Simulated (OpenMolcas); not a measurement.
A run on V3+ among 6 point charges of -2.2 e arranged as an octahedron (Oh), 1.58 Å from the ion.

```json
{"Program": "OpenMolcas", "Method": "CASSCF", "Basis": "ANO-RCC-VDZP [5s4p2d1f]", "Scalar Hamiltonian": "DKH2, point nucleus", "Active space": "2 electrons in 5 orbitals (3d)", "Spin-orbit coupling": "state interaction with AMFI integrals over the reference wave functions"}
```

Last input step and the end of the output:

```
&RASSCF
FileOrb=start.orb
Symmetry=1
Spin=1
nActEl=2 0 0
Inactive=3 6
Ras2=5 0
CIRoot=15 15 1
SDav=15
CIMx=300
Iter=120 100
PrWF=0.3
OrbListing=Nothing
MaxOrb=0
LevShft=4.0
>>> COPY $Project.JobIph JOB002
```

```
...
      119   1    6    0  -960.07717279   -7.55E-03*  2.74E-02    6  13 1  3.15E-02*  3.68   1.61    QN   YES
      120   1    6    0  -960.08018462   -3.01E-03*  1.16E-02    4  12 2 -2.72E-02*  3.67   1.45    LS   YES
      No convergence after120 iterations
      121   1    6    0  -960.08050203   -3.17E-04*  1.16E-02    4  12 2 -2.81E-02*  3.67   1.45    LS   YES
      Natural orbitals and occupation numbers for root  1
      sym 1:   0.000000   0.000000   0.000000   1.999998   0.000000
      Natural orbitals and occupation numbers for root  2
      sym 1:   0.000003   0.999997   0.000000   0.999997   0.000003
      Natural orbitals and occupation numbers for root  3
      sym 1:   0.999997   0.000003   0.000000   0.999997   0.000003
::    RASSCF root number  1 Total energy:   -961.57706426
::    RASSCF root number  2 Total energy:   -960.86685636
::    RASSCF root number  3 Total energy:   -960.86685620
::    RASSCF root number  4 Total energy:   -960.86678142
::    RASSCF root number  5 Total energy:   -960.83851174
::    RASSCF root number  6 Total energy:   -959.68551967
::    RASSCF root number  7 Total energy:   -959.68551582
::    RASSCF root number  8 Total energy:   -959.68455952
::    RASSCF root number  9 Total energy:   -959.68363128
::    RASSCF root number 10 Total energy:   -959.68362973
::    RASSCF root number 11 Total energy:   -959.61413608
::    RASSCF root number 12 Total energy:   -959.58258422
                  YZ=  1.6480E-06              ZZ=  1.0814E+00
--
  Molden files will not be produced
      Average orbitals are written to the RASORB file
--- Stop Module: rasscf at  /rc=_RC_NOT_CONVERGED_ ---
.#######################.
.# Convergence problem #.
.#######################.
```

Task: Did the run give usable levels, and if not, why?

Result: No. The orbital optimisation did not converge within its iterations.
